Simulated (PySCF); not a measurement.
H4O4Si, charge +1, multiplicity 2. Atoms are numbered in the order given.

```xyz
9

O     -1.0928     0.1556     1.1114
Si     0.0000     0.0000    -0.1869
O      0.1477     1.4060    -0.9222
O     -0.1477    -1.4060    -0.9222
O      1.0928    -0.1556     1.1114
H     -1.1744     1.0198     1.5655
H      0.5506     1.6280    -1.7707
H     -0.5506    -1.6280    -1.7707
H      1.1744    -1.0198     1.5655
```
Charge +1, spin multiplicity 2.

Geometry: ωB97X-D3(BJ)/def2-SVP. The spin state was assumed, not searched. The isomer is the one that the SMILES or the coordinates give; other isomers of the formula were not compared. Other conformers were not sampled.

Level of theory: PBE/def2-TZVP in PySCF.

Gas-phase values at a fixed geometry.

Task: Estimate the frontier levels, dipole moment and polarisability. (An estimate is asked for; the answer gives what the named calculation found.)

Result: 
```
Quantity                                                            Value
------------------------------------------------  -----------------------
α spin, highest occupied and lowest empty level       -13.86 and -6.24 eV
β spin, highest occupied and lowest empty level      -13.86 and -12.66 eV
dipole moment about the centre of nuclear charge                   0.75 D
mean static polarisability                           41.0 bohr³ (6.08 Å³)
polarisability, principal values                   37.8, 40.0, 45.2 bohr³
⟨S²⟩                                              0.753 (pure state 0.75)
```
